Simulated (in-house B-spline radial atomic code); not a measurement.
KLI/ALDAx excitations of neutral palladium

Method: KLI/ALDAx. Computed with a B-spline radial code for spherical atoms: linear response of the closed shell [Kr] 4d10 with the adiabatic LDA exchange kernel on the exchange-only KLI potential; scalar-relativistic (spin-free one-electron X2C), finite nucleus, no spin-orbit coupling, no double excitations, S, P, D and F terms only; shells from n = 2 respond. Only terms of natural parity with L up to 3 were computed.

Command:
```bash
python run_td.py task.json out
```
Settings (radii: box in bohr, nucleus in fm):
```
Z                        46
electrons                46
configuration            [Kr] 4d10
hamiltonian              x2c
method                   kli
box_radius               75
rms_radius               4.5318
intervals                113
```

Time taken, with all properties: 4.2 s on 1 thread of Intel(R) Xeon(R) Platinum 8488C (Sapphire Rapids), on a shared host.

The lowest states, in the order of their Tamm-Dancoff energies; the method's threshold (minus the highest occupied level) is 8.935 eV. Labels give the largest channel, * marks a mixed state, and oscillator strengths are full-response dipole values. Semilocal kernels can invert the small singlet-triplet splittings of Rydberg terms. Energies in eV:

| state | full response | Tamm-Dancoff | oscillator strength |
| --- | --- | --- | --- |
| 4d → 5s 3D | 1.003 | 1.100 | - |
| 4d → 5s 1D | 1.735 | 1.784 | - |
| 4d → 5p 3P | ? | ? | - |
| 4d → 5p 3F | 4.863 | 4.883 | - |
| 4d → 5p 1F | 5.097 | 5.099 | - |
| 4d → 5p 1P | 5.485 | 5.553 | 0.384 |
| 4d → 6s 3D | 6.583 | 6.586 | - |
| 4d → 6s 1D | 6.653 | 6.657 | - |
| 4d → 5d 3S | ? | ? | - |
| 4d → 6p 3P | 7.296 | 7.303 | - |

Task: Where does 4d → 5d 3S lie?

Result: At 7.249 eV in full response, 7.259 eV in Tamm-Dancoff.

Task: Where does 4d → 5p 3P lie?

Result: At 4.672 eV in full response, 4.723 eV in Tamm-Dancoff.

Task: How large is the singlet-triplet splitting of 4d → 5s (D terms) in Tamm-Dancoff?

Result: 0.684 eV, from the unrounded values.

Task: What polarisabilities and dispersion coefficient does the method give?

Result: Dipole 22.31 bohr³, quadrupole 303.6 bohr⁵, C6 157.4 hartree·bohr⁶ for two such species. Recommended dipole value: 26.14 ± 0.1 bohr³ (Schwerdtfeger and Nagle, table of static dipole polarizabilities (2023 update)), which includes relativity and correlation.
